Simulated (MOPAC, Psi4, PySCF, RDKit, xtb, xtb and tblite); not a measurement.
Two geometries of C2H6OSi, SMILES C=C[SiH2]O, relaxed at GFN2-xTB with one dihedral held; other torsions can differ between them too.

Structure A

```
10

C     -0.7645    -1.3451     1.4691
C     -0.7123    -0.4229     0.5205
Si     0.8641     0.3877    -0.1234
O      2.1971    -0.2716     0.5363
H      0.1270    -1.7067     1.9595
H     -1.6899    -1.7831     1.8133
H     -1.6456    -0.0990     0.0766
H      0.9732     1.7814     0.2884
H      0.8897     0.2184    -1.5812
H      2.2700    -1.2108     0.6799
```

Structure B

```
10

C     -0.8445    -1.7684     0.5744
C     -0.7214    -0.4650     0.3766
Si     0.9054     0.4238     0.0343
O      2.1576    -0.6145    -0.0209
H      0.0118    -2.4243     0.5449
H     -1.7911    -2.2460     0.7808
H     -1.6156     0.1450     0.4244
H      1.2798     1.2817     1.1520
H      0.7846     1.1526    -1.2341
H      2.3482    -1.1390    -0.7928
```

**Question.** Which is lower in energy at the level DF-MP2 (frozen core)/cc-pVTZ // GFN2-xTB in Psi4, and by how much?

**Answer.** B is lower, by 0.40 kcal/mol (dihedral C2–Si3–O4–H10: 40° in A, 80° in B).

E(B) − E(A) in kcal/mol at the other levels, on the same two geometries: GFN2-xTB (xtb and tblite) 0.25; MMFF94 // GFN2-xTB (RDKit) 0.16; PBE0/def2-TZVP // GFN2-xTB (Psi4) -0.39; PBE0-D3(BJ)/def2-TZVP // GFN2-xTB (Psi4) -0.36; PBE/def2-TZVP // GFN2-xTB (Psi4) -0.39; PBE-D3(BJ)/def2-TZVP // GFN2-xTB (Psi4) -0.34; HF/cc-pVTZ // GFN2-xTB (Psi4) -0.47; UFF // GFN2-xTB (RDKit) 0.12; PM6, restricted, heats of formation // GFN2-xTB (MOPAC) 0.02; PM3, restricted, heats of formation // GFN2-xTB (MOPAC) 0.05; GFN1-xTB // GFN2-xTB (xtb) -0.24; restricted B3LYP/6-31G*, spherical d // GFN2-xTB (PySCF) -0.37; restricted B3LYP/3-21G // GFN2-xTB (PySCF) -0.41; restricted Hartree-Fock/6-31G*, spherical d // GFN2-xTB (PySCF) -0.43; restricted B3LYP/6-311+G**, spherical d, density fitting // GFN2-xTB (PySCF) -0.43.
